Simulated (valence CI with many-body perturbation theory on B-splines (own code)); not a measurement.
**Tb¹⁶⁺ in brief**

Method: relativistic CI+MBPT: three valence electrons over a frozen Dirac-Fock core [Kr] 4d10, a basis of 8 s, 8 p, 9 d, 9 f, 6 g, 3 h, 2 i functions for each j, with the one-electron correlation potential Σ1 (screened to all orders), the two-electron term Σ2, the three-electron term Σ3, Breit, model QED; selected single and double excitations, second order for the rest (own B-spline code, finite nucleus).

No measured spectrum was set against this ion. As an estimate, terms of the open shell hold to a few per cent of their energy, and close levels can change places. Core correlation moves these levels by up to 38000 cm⁻¹, and in measured spectra 5 to 20 % of such shifts remained as error; rates that hang on mixing are uncertain with them.

Names give the largest LS component (configuration and term), which can be under half, so a name can repeat, a term be missing and a line seem to break the LS rules; names also repeat where a configuration has a term twice.

Rates and lifetimes use the calculated energies. Strong lines usually hold to 10 to 20 %, long lifetimes can be off by a factor of two.

Q: What is the ground level?

A: 4f³ ⁴I°_9/2, composition 93 % 4f³ ⁴I° + 6 % 4f³ ²H°, g = 0.738.

Q: How well does LS coupling describe the low levels?

A: Among the lowest 20 levels the leading LS term, summed over configurations, holds 80 % on average. For single configurations the figures are 80 % in LS and 67 % in jj coupling. Terms mix most in the J = 3/2 level at 5.373 eV, where the leading one holds 44 %.

Q: Name the longest-lived excited levels whose lifetime is computed, and their main decay.

A: 4f³ ⁴S°_3/2 at 3.608 eV lives 1.24 s, mostly by M1 to 4f³ ⁴F°_3/2. The lifetime of 4f³ ⁴F°_3/2 is too uncertain to give, and may be longer.

Q: Where does the other parity begin?

A: At 4f²5s ⁴H_7/2, 15.309 eV.

Q: How is the term ⁴I° of the ground level split?

A: J = 9/2 at 0.000, J = 11/2 at 0.731, J = 13/2 at 1.458, J = 15/2 at 2.169 eV.

Q: What is the ionisation energy?

A: 354.78 eV; NIST lists 358 ± 17 eV (theoretical).
